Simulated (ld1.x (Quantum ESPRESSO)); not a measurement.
Cutoff test, S (Z = 16), ultrasoft

ld1.x (Quantum ESPRESSO) 7.5 input, shortened:

```
&input
   title='S', zed=16., rel=1, dft='PBE', iswitch=3,
   config='[Ne] 3s1 3p5'
 /
 &inputp
   pseudotype=3, tm=.true., lloc=-2, rcloc=0.90,
   nlcc=.true., new_core_ps=.true., rcore=0.95
 /
4
3S  1  0   1.00   0.00  1.45  1.70  0.0
3S  1  0   0.00   2.10  1.45  1.70  0.0
3P  2  1   5.00   0.00  1.00  1.10  0.0
3P  2  1   0.00   4.05  1.00  1.10  0.0
 &test
   configts(1)='3s1 3p5'
 /
```

The pseudo-atom Hamiltonian at the reference potential is diagonalised in spherical Bessel functions j_l(qr) that vanish at 20 bohr, with q² up to the cutoff. All-electron valence levels (Ry): 3s -1.3180, 3p -0.5557.

Problem. How do the lowest levels (Ry) of each channel move with the cutoff, and are there ghosts?

Solution.

| cutoff (Ry) | s #1 | p #1 | p #2 | p #3 | d #1 | d #2 | f #1 | f #2 | Σ f·Δε (mRy) |
| --- | --- | --- | --- | --- | --- | --- | --- | --- | --- |
| 8 | -1.3175 | -0.5334 | 0.0310 | 0.1160 | 0.0708 | 0.1548 | 0.1177 | 0.2501 | 109.1 |
| 15 | -1.3177 | -0.5461 | 0.0305 | 0.1150 | 0.0706 | 0.1532 | 0.1177 | 0.2501 | 45.3 |
| 21 | -1.3179 | -0.5481 | 0.0305 | 0.1150 | 0.0705 | 0.1525 | 0.1177 | 0.2501 | 35.1 |
| 35 | -1.3180 | -0.5539 | 0.0303 | 0.1147 | 0.0705 | 0.1521 | 0.1177 | 0.2501 | 6.3 |
| 50 | -1.3181 | -0.5557 | 0.0302 | 0.1145 | 0.0704 | 0.1520 | 0.1177 | 0.2501 | 2.8 |
| 70 | -1.3181 | -1.0170 | -0.5537 | 0.0303 | 0.0704 | 0.1520 | 0.1177 | 0.2501 | 7.2 |
| 90 | -1.3181 | -1.3421 | -0.5549 | 0.0303 | 0.0704 | 0.1520 | 0.1177 | 0.2501 | 1.1 |
| 120 | -1.3181 | -1.3993 | -0.5550 | 0.0303 | 0.0704 | 0.1520 | 0.1177 | 0.2501 | 0.7 |
| 400 | -1.3181 | -1.4693 | -0.5551 | 0.0303 | 0.0704 | 0.1520 | 0.1177 | 0.2501 | 0.0 |

Result: ghost state, extra bound levels that the all-electron valence spectrum of the same l lacks: p at -20.0 eV (a true bound ghost makes a file unfit for plane-wave use); 10 mRy is reached at 70 Ry and 1 mRy at 100 Ry.

Test run stopped at test 3 of 7 (negative rho), 1 before it not solved.
